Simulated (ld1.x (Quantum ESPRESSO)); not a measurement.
# u(r) = r·R(r): atom against pseudo-atom (Al (Z = 13))

Columns: radius, all-electron u(r) and pseudo u(r) of the 3p shell (level -3.35 eV) of aluminium in the configuration [Ne] 3s1 3p2; PBE, non-relativistic, PAW scheme, ld1.x (Quantum ESPRESSO) 7.5.

```tsv
r (bohr)	all-electron	pseudo
0.108	0.0856	-0.0024
0.215	0.1821	-0.0095
0.322	0.2238	-0.0213
0.430	0.2154	-0.0379
0.538	0.1732	-0.0593
0.645	0.1123	-0.0849
0.752	0.0423	-0.1147
0.860	-0.0311	-0.1486
0.968	-0.1031	-0.1858
1.075	-0.1707	-0.2252
1.182	-0.2333	-0.2662
1.290	-0.2907	-0.3084
1.398	-0.3420	-0.3502
1.505	-0.3870	-0.3901
1.612	-0.4267	-0.4274
1.720	-0.4614	-0.4615
1.828	-0.4910	-0.4910
1.935	-0.5154	-0.5154
2.042	-0.5351	-0.5351
2.150	-0.5505	-0.5505
2.258	-0.5619	-0.5619
2.365	-0.5694	-0.5694
2.472	-0.5737	-0.5737
2.580	-0.5750	-0.5750
2.688	-0.5735	-0.5735
2.795	-0.5698	-0.5698
```

Problem. How many radial nodes do the two functions have?

Solution. The all-electron 3p function has n − l − 1 = 1; the pseudo-wave has 0, since the states of the same l below it are removed with the core.

Problem. At about which radius was the pseudo-wave matched?

Solution. 1.80 bohr, where the columns begin to agree (steps of 0.11 bohr).

Problem. Where does each function peak?

Solution. Outermost all-electron maximum near 2.58 bohr, pseudo maximum near 2.58 bohr (to the table’s step).

Problem. Is the pseudo-wave norm-conserving?

Solution. No, it belongs to a PAW set: the norm inside the radius is not constrained, and the difference is carried by the augmentation charge.
